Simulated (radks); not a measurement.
Task: The mean radii <r> (bohr) of the occupied orbitals of an atom or ion are listed with their occupations. All-electron calculation, Dirac Kohn-Sham, LDA (Slater exchange, Perdew-Wang correlation), spin-unpolarised, spherical densities, finite nucleus; Fermi nuclear charge, rms radius of each element as measured or else 0.836 A^(1/3) + 0.57 fm. Program: a radial shooting solver on a logarithmic mesh with Libxc functionals.

orbital  occ.     <r>
1s1/2       2  0.2312
2s1/2       2   1.329
2p1/2       2   1.480
2p3/2       1   1.482

Name the element and its charge. Open shells, if any, fill j = l - 1/2 first.

Result: Z = 7, nitrogen, charge 0: N in [He] 2s2 2p3. The 1s radius gives Z: for a bare nucleus <r> = (2 gamma + 1)/(2Z) with gamma = sqrt(1 - (Z/c)^2), 0.2141 bohr for Z = 7, and screening makes it slightly larger (0.2312 here). The occupations add up to 7, and the charge is Z minus that.
